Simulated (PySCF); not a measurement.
## Si22H12: Orbital levels and atomic charges

System: Si22H12 (flake silicene).

Cartesian coordinates (Å):
```
  1 Si   -1.029    2.858   -0.293
  2 Si   -2.964    3.899    0.384
  3 Si   -4.804    2.794   -0.342
  4 Si   -4.889    0.617    0.388
  5 Si   -2.940   -0.562   -0.019
  6 Si   -0.962    0.600    0.205
  7 Si    6.826    2.828   -0.389
  8 Si    4.888    3.810    0.282
  9 Si    2.932    2.835   -0.398
 10 Si    2.940    0.562    0.019
 11 Si    4.889   -0.616   -0.390
 12 Si    6.702    0.632    0.218
 13 Si   -6.701   -0.632   -0.219
 14 Si   -6.827   -2.828    0.389
 15 Si   -4.888   -3.811   -0.282
 16 Si   -2.932   -2.836    0.400
 17 Si    0.966    3.837    0.188
 18 Si    0.962   -0.599   -0.204
 19 Si    1.030   -2.858    0.294
 20 Si    2.964   -3.899   -0.384
 21 Si    4.803   -2.793    0.342
 22 Si   -0.966   -3.837   -0.187
 23 H    -2.934    5.296   -0.095
 24 H    -6.059    3.478    0.033
 25 H     7.983    3.466    0.274
 26 H     4.838    5.269    0.058
 27 H     7.958   -0.100   -0.047
 28 H    -7.959    0.100    0.043
 29 H    -7.984   -3.466   -0.273
 30 H    -4.838   -5.269   -0.057
 31 H     0.989    5.279   -0.124
 32 H     2.935   -5.297    0.094
 33 H     6.058   -3.478   -0.033
 34 H    -0.989   -5.279    0.126
```

Method: PBE0/6-31G*, gas phase, PySCF, fitting set def2-universal-JFIT up to Ne and JKFIT beyond, grid level 1.

The gap is small, so a closed-shell solution may not be the true ground state; the numbers describe that solution.

(1) Give the orbital energies near the gap.

(2) Give the partial charges of the non-hydrogen atoms.

## Answers

(1) 
```json
{"orbital": "HOMO-4", "eV": "-6.41"}
{"orbital": "HOMO-3", "eV": "-6.30"}
{"orbital": "HOMO-2", "eV": "-5.95"}
{"orbital": "HOMO-1", "eV": "-5.88"}
{"orbital": "HOMO", "eV": "-5.23"}
{"orbital": "LUMO", "eV": "-3.83"}
{"orbital": "LUMO+1", "eV": "-3.31"}
{"orbital": "LUMO+2", "eV": "-3.29"}
{"orbital": "LUMO+3", "eV": "-2.89"}
```

(2) 
| atom | Mulliken | IAO | Hirshfeld |
| --- | --- | --- | --- |
| Si1 | -0.04 | -0.02 | -0.01 |
| Si2 | 0.04 | 0.07 | 0.06 |
| Si3 | 0.05 | 0.08 | 0.07 |
| Si4 | -0.05 | -0.04 | -0.02 |
| Si5 | -0.01 | 0.01 | 0.01 |
| Si6 | 0.00 | -0.01 | -0.01 |
| Si7 | 0.01 | 0.04 | 0.05 |
| Si8 | 0.06 | 0.10 | 0.08 |
| Si9 | -0.05 | -0.04 | -0.02 |
| Si10 | -0.01 | 0.01 | 0.01 |
| Si11 | -0.05 | -0.04 | -0.02 |
| Si12 | 0.05 | 0.09 | 0.07 |
| Si13 | 0.05 | 0.09 | 0.07 |
| Si14 | 0.01 | 0.04 | 0.05 |
| Si15 | 0.06 | 0.10 | 0.08 |
| Si16 | -0.05 | -0.04 | -0.02 |
| Si17 | 0.05 | 0.08 | 0.06 |
| Si18 | 0.00 | -0.01 | -0.01 |
| Si19 | -0.04 | -0.02 | -0.01 |
| Si20 | 0.04 | 0.07 | 0.06 |
| Si21 | 0.05 | 0.08 | 0.07 |
| Si22 | 0.05 | 0.08 | 0.06 |
